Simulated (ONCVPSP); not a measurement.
## Reading a pseudo-wave (O)

Columns: radius, all-electron u(r) and pseudo u(r) of the 2s shell (level -39.66 eV) of oxygen in the configuration [He] 2s2 2p3; PBE, scalar-relativistic, ONCV scheme, ONCVPSP 4.0.1.

```
r (bohr)  all-electron  pseudo
   0.082       -0.4288  0.0733
   0.165       -0.3528  0.1623
   0.248       -0.0963  0.2689
   0.330        0.1892  0.3896
   0.413        0.4486  0.5282
   0.495        0.6546  0.6745
   0.578        0.8081  0.8101
   0.660        0.9092  0.9092
   0.742        0.9677  0.9676
   0.825        0.9916  0.9915
   0.908        0.9882  0.9882
   0.990        0.9650  0.9649
   1.072        0.9277  0.9277
   1.155        0.8803  0.8803
   1.238        0.8269  0.8269
   1.320        0.7710  0.7710
   1.402        0.7141  0.7141
   1.485        0.6570  0.6569
   1.568        0.6015  0.6015
   1.650        0.5490  0.5490
   1.733        0.4988  0.4988
   1.815        0.4523  0.4523
   1.898        0.4086  0.4085
   1.980        0.3687  0.3686
   2.062        0.3320  0.3320
   2.145        0.2980  0.2980
```

(1) How many radial nodes do the two functions have?

(2) At about which radius was the pseudo-wave matched?

(3) Where does each function peak?

(4) Is the pseudo-wave norm-conserving?

Answers

(1) The all-electron 2s function has n − l − 1 = 1; the pseudo-wave has 0, since the states of the same l below it are removed with the core.

(2) 0.75 bohr. The columns agree to 0.0005 from 0.66 bohr on; several derivatives are matched, so the curves merge somewhat inside the radius.

(3) Outermost all-electron maximum near 0.82 bohr, pseudo maximum near 0.82 bohr (to the table’s step).

(4) Yes: the ONCV scheme keeps the norm inside the radius equal to the all-electron one, which fixes the energy derivative of the logarithmic derivative at the level.
